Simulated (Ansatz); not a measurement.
Cartesian coordinates (Å):
```xyz
5

C     -0.6318    -0.1262    -0.0019
C      0.6277    -0.1450    -0.0012
O      0.0180     1.2040     0.0139
H     -1.6555    -0.4418    -0.0063
H      1.6416    -0.4910    -0.0045
```
Charge 0, multiplicity 1.

Computed with frozen-core CCSD(T)/cc-pVQZ // PBE0-D3(BJ)/def2-TZVP (Ansatz, a first-principles code). The restricted HF reference is unstable towards unrestricted orbitals.

The HF energy is -151.65582 Ha. The MP2 correlation energy is -0.58947 Ha.

Question: Estimate the CCSD correlation energy, the (T) correction, the total energy and the T1 diagnostic.

Answer: 
| Quantity | Value |
|---|---|
| CCSD correlation energy | -0.59267 Ha |
| (T) correction | -0.03012 Ha |
| CCSD(T) total energy | -152.27861 Ha |
| T1 diagnostic | 0.013 |
